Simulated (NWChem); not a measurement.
C₄H₄O₂; SMILES Oc1ccoc1

```xyz
10

O     -0.1133    -2.0660     0.0000
C     -0.0317    -0.7208     0.0000
C      1.1426     0.0992     0.0000
C      0.6863     1.3853     0.0000
O     -0.6518     1.4154     0.0000
C     -1.0982     0.1354     0.0000
H      0.7748    -2.4340     0.0000
H      2.1817    -0.2257     0.0000
H      1.1945     2.3465     0.0000
H     -2.1719    -0.0213     0.0000
```
Atoms are numbered in this order, from 1.

Computed with NWChem. Pople sets run with spherical d functions. Structure relaxed at the PBE0/def2-SVP level. Solvent water, SMD (1 M gas to 1 M solution), gas-phase geometry.

Task: Taking B3LYP/6-311G** as the yardstick, which of these has the fewest basis functions while keeping “dipole in solution (D)” within 0.1 D of it: B3LYP/6-31+G*; B3LYP/3-21G; B3LYP/STO-3G; B3LYP/6-31G*?

Result: B3LYP/6-31G* (a larger set in the list lies outside the tolerance).
| level | basis functions | dipole in solution (D) | relative time (rough) |
|---|---|---|---|
| B3LYP/STO-3G | 34 | 2.01 | 1 |
| B3LYP/3-21G | 62 | 3.05 | 1 |
| B3LYP/6-31G* | 92 | 2.81 | 4 |
| B3LYP/6-31+G* | 116 | 3.01 | 9 |
| B3LYP/6-311G** | 132 | 2.85 | 9 |

The yardstick is one finite set, not the basis-set limit.
